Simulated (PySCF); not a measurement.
## F⁺: ionisation energy

F⁺ [He] 2s2 2p4 (3P) → F²⁺ [He] 2s2 2p3 (4S), as a difference of total energies. All numbers are calculated (PySCF 2.14, the spin-free X2C one-electron Hamiltonian (Gaussian nucleus), in x2c-TZVPPall (5s3p2d1f, 31 functions)). Correlated levels: valence: 1s2 frozen; valence and next inner shell: nothing frozen. The calculations carry no spin-orbit coupling.

Problem. Order these methods by the ionisation energy they give, lowest first.
A. MP2 (valence)
B. wB97M-V
C. ROHF
D. r2SCAN

Solution. C (33.347 eV), A (34.586 eV), D (35.102 eV), B (35.132 eV).

A first-order spin-orbit estimate (lowest level to lowest level, LS coupling) adds 0.020 eV.

Errors of the correlated levels include the incompleteness of this basis and the frozen core.

For comparison: 34.971 eV (measured; NIST Atomic Spectra Database, ionization energies).
